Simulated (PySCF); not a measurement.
# Highest orbital energy against ionisation energy along the 5p block

Calculated with PySCF 2.14, no spin-orbit coupling. Each cell gives −ε(HOMO) / ΔSCF in eV; NIST values include spin-orbit coupling, (s) semi-empirical, (t) theoretical.

```csv
species,UHF,LDA,PBE,PBE0,r2SCAN,NIST (lowest levels)
"In²⁺ (aug-cc-pV5Z-PP with ECP28MDF, ECP)",26.765 / 26.620,24.641 / 29.092,24.237 / 28.673,25.045 / 28.286,24.499 / 28.380,28.044
"Sn²⁺ (aug-cc-pV5Z-PP with ECP28MDF, ECP)",28.789 / 28.534,26.619 / 31.280,26.173 / 30.794,27.062 / 30.422,26.385 / 30.465,30.506
"Te²⁺ (aug-cc-pV5Z-PP with ECP28MDF, ECP)",27.356 / 26.970,23.065 / 27.710,22.987 / 27.494,24.271 / 27.562,23.436 / 27.709,27.84 ± 0.04
"I²⁺ (aug-cc-pV5Z-PP with ECP28MDF, ECP)",30.313 / 29.849,25.536 / 30.476,25.470 / 30.273,26.893 / 30.391,26.002 / 30.568,29.57 ± 0.025
"Xe²⁺ (aug-cc-pV5Z-PP with ECP28MDF, ECP)",30.057 / 29.372,25.895 / 30.821,25.723 / 30.482,27.078 / 30.504,26.073 / 30.525,31.05 ± 0.04 (s)
```

Question: How far is −ε(HOMO) from ΔSCF on average for each method, and why?

Answer: UHF 0.39 eV; LDA -4.72 eV; PBE -4.63 eV; PBE0 -3.36 eV; r2SCAN -4.25 eV. Hartree-Fock orbital energies lack relaxation and so exceed the ΔSCF value; semilocal functionals have convex E(N) from self-interaction, so their HOMO lies far too high; exact exchange moves hybrids part of the way back.
